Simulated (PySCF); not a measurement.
Si(H)(Cl)3 anion (Cl₃HSi), SMILES Cl[SiH](Cl)Cl (connectivity only; charge and spin as stated), charge -1, multiplicity 2.

Geometry optimised at B3LYP-D3(BJ)/def2-SVPD. The multiplicity is an assumed one; other spin states were not compared. The isomer is the one that the SMILES or the coordinates give; other isomers of the formula were not compared.

Level of theory: C-PCM-ωB97X/def2-SVPD in PySCF 2.14.0.

The values are the electrostatic part of the solvation free energy, E(continuum) − E(gas) at the gas-phase geometry, in a cavity of scaled van der Waals radii (PySCF's table); cavitation and dispersion terms are not included.

```
solvent                ε  ΔG(elec) (kcal/mol)
-----------------  -----  -------------------
water              78.36                -47.8
dimethylsulfoxide  46.83                -47.4
methanol           32.61                -46.9
```
